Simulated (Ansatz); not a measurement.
`F[SiH]([SiH3])Cl` + `COB(O)OC` → `COB(O)O[SiH3]` + `C[SiH](F)Cl`  (redistribution)

Calculated with Ansatz (gas phase, PBE0-D4/def2-TZVP geometries, no zero-point term in ΔE). CCSD(T)/CBS adds triple-zeta CCSD(T) − MP2 to the extrapolated MP2 energy (def2 sets, frozen cores). DFT in def2-TZVPP. One conformer a species, not always the lowest.

`F[SiH]([SiH3])Cl`:

```xyz
8

F    -1.854   -0.912   -0.900
Si   -0.911    0.334   -0.569
Si    0.897   -0.366    0.740
Cl   -0.203    1.077   -2.342
H    -1.766    1.381    0.037
H     0.407   -0.938    2.021
H     1.756    0.814    1.019
H     1.673   -1.389   -0.007
```

`COB(O)OC`:

```xyz
13

C     0.892   -1.747    0.818
O     0.235   -0.513    0.615
B     0.054   -0.036   -0.645
O     0.494   -0.755   -1.723
O    -0.561    1.163   -0.855
C    -1.051    1.941    0.216
H     1.912   -1.721    0.427
H     0.924   -1.930    1.892
H     0.356   -2.566    0.331
H     0.302   -0.302   -2.547
H    -0.860    2.992   -0.009
H    -0.567    1.679    1.159
H    -2.130    1.796    0.321
```

`COB(O)O[SiH3]`:

```xyz
13

C     0.816    0.840    1.740
O     0.051    0.367    0.660
B     0.620   -0.318   -0.383
O     1.951   -0.601   -0.481
O    -0.194   -0.743   -1.384
Si   -1.822   -0.577   -1.575
H     0.146    1.356    2.428
H     1.297    0.019    2.284
H     1.582    1.552    1.412
H     2.480   -0.282    0.251
H    -2.554   -1.236   -0.463
H    -2.168   -1.236   -2.856
H    -2.205    0.857   -1.634
```

`C[SiH](F)Cl`:

```xyz
8

C     0.482   -0.889   -0.013
Si   -0.306    0.776   -0.057
F    -1.087    0.958   -1.435
Cl   -1.673    0.954    1.454
H     1.196   -0.993   -0.834
H     1.014   -1.034    0.930
H    -0.273   -1.673   -0.107
H     0.645    1.901    0.062
```

```csv
level,ΔE (eV)
B2PLYP,-2.01
HF/CBS(def2),-2.13
```

(1) What does CCSD(T)/CBS give? (An estimate is asked.)

Largest T1 diagnostic among the species: 0.012.

## Answers

(1) The calculation gave: -2.03 eV. The listed levels differ from it by 0.02, -0.10 eV.

From PBE to PBE0 (25 % exact exchange), in def2-TZVPP and without D4, ΔE moves by −0.11 eV.
